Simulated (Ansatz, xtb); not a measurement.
## FH2NSiSn: which of two structures lies lower

Structure X: a triplet given by its coordinates. Structure Y: `F[Si@@H]1[NH][Sn]1`, a singlet. Both are isolated molecules in the gas phase, relaxed with PBE0-D3(BJ)/def2-SVP.

X (Å):

```xyz
6

F     0.8080    0.8074   -0.3638
N    -0.9370    0.1120    1.3967
Si    0.7343    0.3455    1.1997
Sn    2.6664    0.0728    2.8565
H    -1.6164    0.2548    0.6555
H    -1.3477   -0.1859    2.2739
```

Close contacts (Å): F1–Si3 1.63, N2–Si3 1.70, Si3–Sn4 2.56, N2–H5 1.02, N2–H6 1.01.

Y (Å):

```xyz
6

F    -0.8831    1.1313    0.4704
N     1.1432   -0.3586   -0.8192
Si    0.3008    0.0116    0.6335
Sn    0.2483   -2.2313   -0.5829
H     1.1290    0.5286    1.7635
H     1.7414    0.1049   -1.4979
```

Problem. Estimate which is lower in electronic energy at CCSD(T)/def2-TZVP, and by roughly how much.

Solution. The CCSD(T)/def2-TZVP calculation puts structure Y lower, by 9.4 kcal/mol.

The same difference at several levels:

| level | geometry | E(Y) − E(X) (kcal/mol) | departure from the last row (kcal/mol) | job, with rough time for the two |
| --- | --- | --- | --- | --- |
| HF/STO-3G | GFN2-xTB | −18.4 | −9.0 | single point, 1.3 s |
| r2SCAN-D4/def2-SVP | GFN2-xTB | −1.7 | +7.7 | single point, 4.3 s |
| PBE0-D3(BJ)/def2-SVP | PBE0-D3(BJ)/def2-SVP | −4.4 | +5.0 | optimisation, 53 s |
| HF/def2-TZVP | PBE0-D3(BJ)/def2-SVP | +9.6 | +19.0 | part of the CCSD(T) run |
| MP2/def2-TZVP | PBE0-D3(BJ)/def2-SVP | −10.3 | −0.9 | part of the CCSD(T) run |
| CCSD(T)/def2-TZVP | PBE0-D3(BJ)/def2-SVP | −9.4 |  | single point, 4.8 min |

HF/def2-TZVP puts the two in the other order. The largest departure from CCSD(T)/def2-TZVP is that of HF/def2-TZVP, 19.0 kcal/mol. The triplet state of X needn't be its ground state.

With harmonic frequencies from PBE0-D3(BJ)/def2-SVP (ideal gas, rigid rotor, one conformer each, 400 K, 1 atm): on the last row, ΔE + ΔZPE = −11.1, ΔH = −11.7, ΔG = −8.9 kcal/mol.

Open shells are spin-unrestricted. The correlated steps freeze 11 core orbitals; the filled d shell of Sn is correlated, in a basis made for valence electrons. Atoms past krypton carry core potentials in the def2 sets, other sets are all-electron and non-relativistic, and no spin–orbit term is included. ΔG holds the spin degeneracy. Mirror images aren't counted in ΔG. Run with Ansatz 0.2.0, xtb 6.7.1; the last row on 2 threads of AMD EPYC 7R43 64-Core Processor (Zen 3) on a shared host.
